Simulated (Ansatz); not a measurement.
Start from `[SiH3][O][Sc]([Cl])[O][SiH3]` and change one atom or group to get `[SiH3][O][Sc]([Cl])[Cl]`.

Ansatz, PBE0-D4/def2-TZVP geometries, multiplicity 1. Each molecule was computed in one conformer, which needn't be the lowest.

Scalar relativity is left out up to krypton.

| property | `[SiH3][O][Sc]([Cl])[O][SiH3]` |
| --- | --- |
| HOMO energy (PBE0/def2-TZVPP) / eV | -8.67 |
| LUMO energy (B3LYP/def2-TZVPP) / eV | -2.82 |
| LUMO energy (PBE/def2-TZVPP) / eV | -3.39 |
| HOMO–LUMO gap (PBE/def2-TZVPP) / eV | 3.88 |
| LUMO energy (PBE0/def2-TZVPP) / eV | -2.45 |
| HOMO–LUMO gap (ωB97M-V/def2-TZVPP) / eV | 10.10 |

Q: Give the same properties after the change, and the shifts. (Estimate.)

A: Computed: 
| property | `[SiH3][O][Sc]([Cl])[Cl]` | shift |
| --- | --- | --- |
| HOMO energy (PBE0/def2-TZVPP) / eV | -8.94 | -0.27 |
| LUMO energy (B3LYP/def2-TZVPP) / eV | -3.18 | -0.36 |
| LUMO energy (PBE/def2-TZVPP) / eV | -3.74 | -0.35 |
| HOMO–LUMO gap (PBE/def2-TZVPP) / eV | 3.81 | -0.07 |
| LUMO energy (PBE0/def2-TZVPP) / eV | -2.80 | -0.35 |
| HOMO–LUMO gap (ωB97M-V/def2-TZVPP) / eV | 10.10 | 0.00 |

With PBE0 the HOMO falls by 0.27 eV and the LUMO falls by 0.35 eV, so the gap narrows by about 0.08 eV. PBE moves the HOMO by -0.28 eV and ωB97M-V by -0.24 eV.

B3LYP here is the variant with VWN-RPA as its local correlation; programs differ in this.
